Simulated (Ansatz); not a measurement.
Gas-phase electronic energies from Ansatz, PBE0-D4/def2-TZVP geometries. CBS: MP2 limit from def2 TZ/QZ plus the TZ coupled-cluster correction, frozen cores. This one scheme is used for every species. Each species was taken in one conformer, which may not be the lowest.

Consider the formal exchange of groups at the Si–N bond: `COCN[SiH3]` + `FCN[SiH3]` → `FCN[SiH2][SiH3]` + `COCN`.

```json
{"level": "MP2/def2-TZVPP", "ΔE (kJ/mol)": "55.7"}
{"level": "HF/CBS(def2)", "ΔE (kJ/mol)": "63.2"}
```

Task: What does CCSD(T)/CBS give? (Best estimate.)

Result: The calculation gave: +46.8 kJ/mol. The listed levels differ from it by 8.9, 16.4 kJ/mol.

Largest T1 diagnostic among the species: 0.012.

In def2-TZVPP, CCSD(T) changes the Hartree–Fock value by −14.6 kJ/mol (the triples alone add −2.0 kJ/mol) and MP2 by −5.8 kJ/mol. From PBE to PBE0 (25 % exact exchange), in def2-TZVPP and without D4, ΔE moves by +6.7 kJ/mol.

CCSD(T)/CBS has its own doubt, a few kJ/mol and more with outer-core shells, so smaller differences from it don't rank the levels.
